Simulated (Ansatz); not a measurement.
Input file for CH6BFSSi, SMILES `BCS[SiH2]F`:

```yaml
crystal:
  periodic: [false, false, false]
  atoms:
    - {symbol: B, position_ang: [-0.701571, 1.702890, 1.437684]}
    - {symbol: C, position_ang: [-0.443537, 0.646640, 0.329026]}
    - {symbol: S, position_ang: [1.066876, -0.346999, 0.558120]}
    - {symbol: Si, position_ang: [0.897873, -1.662152, -1.075206]}
    - {symbol: F, position_ang: [1.103644, -0.914282, -2.476628]}
    - {symbol: H, position_ang: [0.074522, 1.912096, 2.321187]}
    - {symbol: H, position_ang: [-1.715731, 2.335149, 1.374368]}
    - {symbol: H, position_ang: [-0.389775, 1.200247, -0.619123]}
    - {symbol: H, position_ang: [-1.322112, -0.002644, 0.231489]}
    - {symbol: H, position_ang: [-0.464056, -2.245775, -1.133048]}
    - {symbol: H, position_ang: [1.959066, -2.682272, -0.927269]}
basis:
  gaussian: {orbitals: def2-TZVPP}
correlation: {method: ccsd_t}
output: {orbitals: {seedname: orbitals}}
```

```sh
$ ansatz run in.yaml --threads 4 --pin off --events-out ev --progress --plain
```

The program prints (abridged):

```
Functional definition: HF
1529 factors; integrals over basis functions are off by at most 1.0e-3 eV
mean field evaluation 1: about -23183.8407 eV, gradient 3.4e1 eV
mean field evaluation 2: about -23184.1176 eV, gradient 3.4e1 eV
mean field evaluation 4: about -23187.0932 eV, gradient 4.0e0 eV
mean field evaluation 8: about -23187.1613 eV, gradient 2.6e-1 eV
mean field -23187.16174457 eV, -852.1124772901 hartree, gradient 5.2e-6 eV, S^2 0.000000; 0 other end points of the search recorded, 0 dependent functions left out
13 core orbitals not correlated: weight in the atoms' cores, before any rotation towards them, 1.000 or more for the frozen orbitals, at most 0.000 for the correlated occupied ones
reference -23187.16174457 eV, -852.1124772901 hartree; 15, 15 occupied and 233, 233 virtual orbitals, 1529 factors
second order -22.27628914 eV of doubles, -0.00000000 eV of singles
cycle   1  -23.05898505 eV  change   -7.8e-1 eV  update   1.0e-1
cycle   2  -23.62847547 eV  change   -5.7e-1 eV  update   3.0e-2
cycle   3  -23.74513011 eV  change   -1.2e-1 eV  update   1.5e-2
cycle   4  -23.73615581 eV  change    9.0e-3 eV  update   3.5e-3
cycle   5  -23.73376516 eV  change    2.4e-3 eV  update   1.5e-3
cycle   6  -23.73407315 eV  change   -3.1e-4 eV  update   5.6e-4
cycle   7  -23.73378168 eV  change    2.9e-4 eV  update   2.3e-4
cycle   8  -23.73374362 eV  change    3.8e-5 eV  update   9.0e-5
cycle   9  -23.73379582 eV  change   -5.2e-5 eV  update   3.6e-5
cycle  10  -23.73379678 eV  change   -9.6e-7 eV  update   1.4e-5
perturbative correction -0.88168583 eV, -0.0324013568 hartree
Total energy: -23211.77722718 eV, -853.0170795912 hartree
```

It took 2.3 min on 4 threads of a server CPU on a shared host, with 6 GiB of host memory at the peak.

MP2 recovers 90.5 % of the CCSD(T) correlation energy and the triples give 3.6 %; T1 = 0.0115.
